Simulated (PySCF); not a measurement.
Match the calculated data to a structure.

All candidates are C6H8F2O.

| technique | computed result |
| --- | --- |
| 1H NMR | chemical shifts (computed TMS as zero) by class: 6.69 (1 H), 6.52 (1 H), 6.37 (1 H), 5.96 (1 H), 5.70 (1 H), 5.64 (1 H), 4.59 (2 H) ppm [GIAO PBE0/pcSseg-1] |
| Rotational structure | rotational constants A, B, C: 3.256, 0.656, 0.625 GHz [GFN2-xTB] |
| Polarisability | 86.2 au [PBE0/def2-SVPD] |
| UV, first state | lowest singlet excitation: 5.74 eV (216 nm, f = 0.805) [TDDFT PBE0/def2-SVPD] |
| 13C NMR | chemical shifts (computed TMS as zero) by class: 146.9 (1 C), 143.9 (1 C), 135.0 (1 C), 129.0 (1 C), 123.5 (1 C), 72.1 (1 C) ppm [GIAO PBE0/pcSseg-1] |
| Dipole | 3.70 D [PBE0/def2-SVPD] |
| Triplet | lowest triplet excitation (Tamm–Dancoff): 3.16 eV [TDA PBE0/def2-SVPD] |

The electronic properties come from PySCF, for the isolated species, density fitting. Levels stand in brackets. One conformer (not necessarily the lowest) at the GFN2-xTB geometry, without solvent, vibrations or thermal averaging. NMR classes are plain means over equivalent atoms (diastereotopic ones count apart unless rotation or inversion swaps them), as if these changed places fast.

**Question.** Which candidate is it?
A. `C=CC(=C)COC(F)F`
B. `FC[C@@H]1COC=C[C@@H]1F`
C. `C/C(=C/C(F)F)CC=O`
D. `C=C/C=C/COC(F)F`
E. `COC[C@@H](F)C1=C[C@@H]1F`

**Answer.** D. It is `C=C/C=C/COC(F)F`. Numbering: `[CH2:1]=[CH:2]/[CH:3]=[CH:4]/[CH2:5][O:6][CH:7]([F:8])[F:9]`. Its formula, C6H8F2O, gives 2 degrees of unsaturation: 0 rings and 2 π bonds in the structure found. 6 carbons fall into 6 classes; from least to most shielded: alkene CH carbon [C3] (146.9 ppm), alkene CH carbon [C2] (143.9 ppm), alkene CH carbon [C4] (135.0 ppm), terminal =CH2 carbon [C1] (129.0 ppm), CHF2 carbon [C7] (123.5 ppm), sp3 carbon bound to oxygen [C5] (72.1 ppm). Hydrogen classes from least to most shielded: 1 H on an alkene CH carbon, C2 (6.69 ppm), 1 H on an alkene CH carbon, C3 (6.52 ppm), 1 H on a CHF2 carbon, C7 (6.37 ppm), 1 H on an alkene CH carbon, C4 (5.96 ppm), 1 H on a terminal =CH2 carbon, C1 (5.70 ppm), 1 H on a terminal =CH2 carbon, C1 (5.64 ppm), 2 H on an sp3 carbon bound to oxygen, C5 (4.59 ppm). S1 is mainly HOMO→LUMO (weight 0.97); the largest Löwdin shares of the orbital it empties are 0.25 on the terminal =CH2 carbon, 0.23 on an alkene CH carbon, 0.18 on an alkene CH carbon and 0.17 on an alkene CH carbon, of the orbital it fills 0.25 on the terminal =CH2 carbon, 0.23 on an alkene CH carbon, 0.17 on an alkene CH carbon and 0.15 on an alkene CH carbon. The optimised geometry has point group C1 and is an asymmetric top.

The others, at the same levels:
- `C=CC(=C)COC(F)F` fails: its computed 13C shifts are 149.0 (1 C), 144.1 (1 C), 130.2 (1 C), 124.6 (1 C), 123.0 (1 C), 65.0 (1 C) ppm, 1H shifts are 6.69 (1 H), 6.52 (1 H), 5.85 (1 H), 5.71 (1 H), 5.67 (1 H), 5.59 (1 H), 4.76 (2 H) ppm and static isotropic polarisability is 81.9 au (against 86.2 au).
- `FC[C@@H]1COC=C[C@@H]1F` fails: its computed 13C shifts are 158.4 (1 C), 104.0 (1 C), 85.8 (1 C), 83.1 (1 C), 65.9 (1 C), 42.8 (1 C) ppm, 1H shifts are 6.83 (1 H), 5.28 (1 H), 5.08 (1 H), 4.89 (1 H), 4.72 (1 H), 4.59 (1 H), 4.08 (1 H), 2.12 (1 H) ppm and rotational constant A is 2.514 GHz (against 3.256 GHz).
- `C/C(=C/C(F)F)CC=O` fails: its computed 13C shifts are 201.0 (1 C), 142.8 (1 C), 133.1 (1 C), 121.5 (1 C), 52.8 (1 C), 29.5 (1 C) ppm, 1H shifts are 9.82 (1 H), 6.67 (1 H), 6.02 (1 H), 3.51 (2 H), 1.91 (3 H) ppm and rotational constant A is 2.069 GHz (against 3.256 GHz).
- `COC[C@@H](F)C1=C[C@@H]1F` fails: its computed 13C shifts are 142.9 (1 C), 123.3 (1 C), 89.8 (1 C), 78.1 (1 C), 70.4 (1 C), 60.5 (1 C) ppm, 1H shifts are 7.67 (1 H), 6.39 (1 H), 5.18 (1 H), 4.05 (1 H), 3.95 (1 H), 3.72 (3 H) ppm and rotational constant A is 1.834 GHz (against 3.256 GHz).

Each candidate is one conformer, not necessarily the lowest. The conformers computed, where there is a choice (atom-mapped SMILES and torsion angles):
- `[CH2:1]=[CH:2]/[CH:3]=[CH:4]/[CH2:5][O:6][CH:7]([F:8])[F:9]`: C1–C2–C3–C4 -179°, C3–C4–C5–O6 -124°, C4–C5–O6–C7 67°, C5–O6–C7–F8 78°
- `[CH2:1]=[CH:2][C:3](=[CH2:4])[CH2:5][O:6][CH:7]([F:8])[F:9]`: C1–C2–C3–C4 178°, C2–C3–C5–O6 71°, C3–C5–O6–C7 -176°, C5–O6–C7–F8 -57°
- `[CH3:1]/[C:2](=[CH:3]/[CH:4]([F:5])[F:6])[CH2:7][CH:8]=[O:9]`: C2–C3–C4–F5 -156°, C1–C2–C7–C8 118°, C2–C7–C8–O9 4°
- `[CH3:1][O:2][CH2:3][C@@H:4]([F:5])[C:6]1=[CH:7][C@@H:8]1[F:9]`: C1–O2–C3–C4 -69°, O2–C3–C4–F5 -172°, C3–C4–C6–C7 -115°

The conformers of `FC[C@@H]1COC=C[C@@H]1F` aren't listed.
